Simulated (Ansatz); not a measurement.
Relaxation of C3H11BO (16 atoms, charge 0, multiplicity 1), to a largest force component of 0.03 eV/Å in at most 50 steps.

All numbers below come from RKS B3LYP/cc-pVDZ in Ansatz.

```xyz
16
Properties=species:S:1:pos:R:3
B 0.021 0.069 0.112
C 0.006 0.158 1.704
H -0.909 -0.221 2.195
H 0.893 -0.291 2.184
H 0.057 1.237 1.959
C 1.393 0.205 -0.659
H 1.729 -0.824 -0.892
H 1.308 0.730 -1.626
H 2.199 0.671 -0.069
C -1.346 0.114 -0.683
H -2.197 -0.369 -0.173
H -1.620 1.186 -0.771
H -1.279 -0.265 -1.716
O -0.059 -2.521 0.414
H -0.949 -2.641 0.048
H -0.238 -2.105 1.289
```

Where does it end, and by what steps?

It converged. The force dipped under the threshold on the way, but the program's further checks kept it going. After 44 steps the energy has fallen by 0.111 eV; H15 moved furthest, 0.96 Å.

| step | energy less start (eV) | largest force component (eV/Å) | accepted |
| --- | --- | --- | --- |
| 0 | 0.0000 | 0.659 | yes |
| 2 | -0.0045 | 1.529 | no |
| 4 | -0.0228 | 0.657 | yes |
| 6 | -0.0350 | 0.179 | yes |
| 8 | -0.0366 | 0.041 | yes |
| 10 | -0.0378 | 0.043 | yes |
| 12 | -0.0345 | 0.424 | no |
| 14 | -0.0452 | 0.200 | yes |
| 16 | -0.0517 | 0.163 | yes |
| 18 | -0.0684 | 0.214 | yes |
| 20 | -0.0894 | 0.130 | yes |
| 22 | -0.0980 | 0.083 | yes |
| 24 | -0.0935 | 0.590 | no |
| 26 | -0.1005 | 0.022 | yes |
| 28 | -0.1009 | 0.030 | yes |
| 30 | -0.1024 | 0.110 | yes |
| 32 | -0.1062 | 0.132 | yes |
| 34 | -0.1072 | 0.064 | yes |
| 36 | -0.1091 | 0.049 | yes |
| 38 | -0.1097 | 0.193 | no |
| 40 | -0.1100 | 0.039 | yes |
| 42 | -0.1108 | 0.051 | yes |
| 44 | -0.1111 | 0.016 | yes |

```xyz
16
Properties=species:S:1:pos:R:3
B -0.004 -0.155 0.212
C 0.005 0.354 1.728
H -0.876 0.038 2.319
H 0.912 0.063 2.284
H -0.019 1.461 1.726
C 1.346 0.002 -0.628
H 1.351 -0.554 -1.585
H 1.469 1.068 -0.901
H 2.250 -0.283 -0.064
C -1.389 -0.050 -0.591
H -2.279 -0.363 -0.011
H -1.562 1.013 -0.849
H -1.401 -0.594 -1.554
O 0.054 -2.090 0.539
H -0.083 -2.495 -0.334
H -0.765 -2.282 1.024
```

Whether the end is a true minimum wasn't checked by a vibrational analysis.

The run took 80 s on 4 threads of Arm Neoverse V2, with other jobs on the host, peak memory 0.29 GiB.
